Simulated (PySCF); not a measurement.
Sb(H)2(SiH3) (H5SbSi), SMILES [SiH3][SbH2]. Atoms are numbered in the order given.

```xyz
7

Sb     0.6502     0.0456     0.0000
H      0.7057    -1.1500    -1.2276
H      0.7057    -1.1500     1.2276
Si    -1.9441    -0.0046     0.0000
H     -2.4317     0.7100     1.2039
H     -2.4890    -1.3814     0.0000
H     -2.4317     0.7100    -1.2039
```

Geometry: B3LYP-D3(BJ)/def2-TZVP. The def2 effective core potentials stand for the cores of Sb; spin–orbit coupling is left out.

The numbers are results of C-PCM-ωB97X/def2-SVP (PySCF 2.14.0), not measurements.

The values are the electrostatic part of the solvation free energy, E(continuum) − E(gas) at the gas-phase geometry, in a cavity of scaled van der Waals radii (PySCF's table); cavitation and dispersion terms are not included. A continuum can't describe solvent molecules that bind to the metal. In vacuum the orbital gap is 10.97 eV. The dipole moment in vacuum is 0.10 D.

```
solvent            ε  ΔG(elec) (kcal/mol)  dipole (D)  gap (eV)
-------------  -----  -------------------  ----------  --------
water          78.36                 -0.5        0.13     11.00
chlorobenzene   5.70                 -0.4        0.12     10.99
toluene         2.37                 -0.3        0.11     10.98
```
